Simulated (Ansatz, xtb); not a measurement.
# Isomers of C7H10O in order of energy

4 gas-phase structures of C7H10O, from a drawn sample of its isomers (lower ones may exist). Each was relaxed with GFN2-xTB; where two conformers were screened, the lower at r2SCAN-D4/def2-SVP//GFN2-xTB is listed:

A. `C#C[C@@H]1CCC[C@@H]1O`, a singlet
B. `C#C[C@@H]1CC[C@@H](O)C1`, a singlet
C. `C#C[C@@H]1CC[C@H](O)C1`, a singlet
D. `C#C[C@@H]1CCC[C@H]1O`, a singlet

Question: Estimate their order in r2SCAN-D4/def2-SVP//GFN2-xTB energy at these geometries, lowest first.

Answer: Calculated order at r2SCAN-D4/def2-SVP//GFN2-xTB: A (0.0), D (2.2), C (2.8), B (2.8) kcal/mol. Less than 1 kcal/mol parts D and C; C and B, so the order within those pairs means little.

Energies above the lowest of each column, in kcal/mol; the last columns are at r2SCAN-D4/def2-SVP geometries:

```
structure  GFN2-xTB  HF/STO-3G  r2SCAN-D4/def2-SVP//GFN2-xTB  r2SCAN-D4/def2-SVP  CCSD(T)/def2-SVP + ΔMP2/def2-TZVPP
        A       0.2        0.3                           0.0                 0.0                                 0.0
        D       0.0        0.0                           2.2                 1.3                                 1.2
        C       0.7        0.6                           2.8                 2.8                                 2.1
        B       0.3        1.1                           2.8                 2.2                                 1.6
```

Every level run on A puts it lowest or level with the lowest. CCSD(T)/def2-SVP + ΔMP2/def2-TZVPP orders those it was run on as A (0.0), D (1.2), B (1.6), C (2.1) kcal/mol. Less than 1 kcal/mol parts D and B; B and C, so the order within those pairs means little. Flexible structures stand in one conformer each, not always the lowest. ΔMP2 is the change of the MP2 energy from the smaller to the larger basis.

Over these structures GFN2-xTB departs from r2SCAN-D4/def2-SVP//GFN2-xTB by 0.9 kcal/mol on average once a common shift is removed. A GFN2-xTB relaxation took about 0.12 s and the r2SCAN-D4/def2-SVP//GFN2-xTB energy about 4.4 s on a shared host (Ansatz 0.2.0, xtb 6.7.1).
